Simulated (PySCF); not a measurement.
**PI at ωB97X-V**

Computed with ωB97X-V; basis P def2-TZVPP, I def2-TZVPP with ECP28; scalar-relativistic core potentials; PySCF 2.14.

- state: ³Σ⁻ (triplet), unpaired electrons π ↑↑
- bond length: 2.360 Å
- harmonic wavenumber: 391 cm⁻¹
- force constant: 2.24 mdyn/Å
- rotational constant Be: 0.1216 cm⁻¹
- anharmonicity ωexe: 1.14 cm⁻¹
- vibration–rotation constant αe: 0.000511 cm⁻¹
- well depth De to P + I: 2.55 eV
- dissociation energy D0: 2.52 eV
- bond order (Mayer): 1.39
- dipole moment (positive dipole means P(−)I(+)): 0.04 D

Spin–orbit coupling is left out, which matters for elements this heavy, above all for dissociation energies. The state was picked by a PBE0 search and need not be the measured ground state.
